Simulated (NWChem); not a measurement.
System: C3H3ClF2; SMILES F[C@@H]1[C@H](F)[C@H]1Cl

```xyz
9

F      0.1963     1.6424     1.3954
C     -0.4507     0.6302     0.7529
C     -0.4507     0.6302    -0.7529
F      0.1963     1.6424    -1.3954
C      0.4053    -0.3498     0.0000
Cl     0.0379    -2.0856     0.0000
H     -1.3351     0.2816     1.2811
H     -1.3351     0.2816    -1.2811
H      1.4696    -0.1356     0.0000
```
Atoms are numbered in this order, from 1.

Program: NWChem. The geometry was optimised at B3LYP/6-31G* (spherical d).

**Question.** Estimate the computed values for LDA (Slater exchange, VWN5)/def2-TZVP. Quantities: highest occupied level (eV); orbital gap (eV); dipole (D).

**Answer.** 
```json
{
  "highest occupied level (eV)": "-7.03",
  "orbital gap (eV)": "5.37",
  "dipole (D)": "1.22"
}
```
